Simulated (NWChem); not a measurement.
Species: ZnCl cation; SMILES [Cl][Zn+]

```xyz
2

Zn     0.0000     0.0000    -0.7549
Cl     0.0000     0.0000     1.3150
```
Atoms are numbered in this order, from 1.

All runs use the structure optimised with PBE0/def2-SVP.

Question: List the 4 lowest vertical singlet excitations and the 4 lowest triplet ones from PBE/def2-SVP, TDA (NWChem).

Answer: 
```json
[
 {"state": "S1", "energy (eV)": "1.88", "oscillator strength": "0.004", "leading excitation (squared amplitude)": "HOMO → LUMO (1.00)"},
 {"state": "S2", "energy (eV)": "1.88", "oscillator strength": "0.004", "leading excitation (squared amplitude)": "HOMO−1 → LUMO (1.00)"},
 {"state": "S3", "energy (eV)": "5.25", "oscillator strength": "0.161", "leading excitation (squared amplitude)": "HOMO−2 → LUMO (0.77)"},
 {"state": "S4", "energy (eV)": "6.81", "oscillator strength": "0.000", "leading excitation (squared amplitude)": "HOMO → LUMO+1 (0.50)"},
 {"state": "T1", "energy (eV)": "1.48", "oscillator strength": "spin-forbidden", "leading excitation (squared amplitude)": "HOMO → LUMO (1.00)"},
 {"state": "T2", "energy (eV)": "1.48", "oscillator strength": "spin-forbidden", "leading excitation (squared amplitude)": "HOMO−1 → LUMO (1.00)"},
 {"state": "T3", "energy (eV)": "3.38", "oscillator strength": "spin-forbidden", "leading excitation (squared amplitude)": "HOMO−2 → LUMO (1.00)"},
 {"state": "T4", "energy (eV)": "6.49", "oscillator strength": "spin-forbidden", "leading excitation (squared amplitude)": "HOMO → LUMO+2 (0.50)"}
]
```
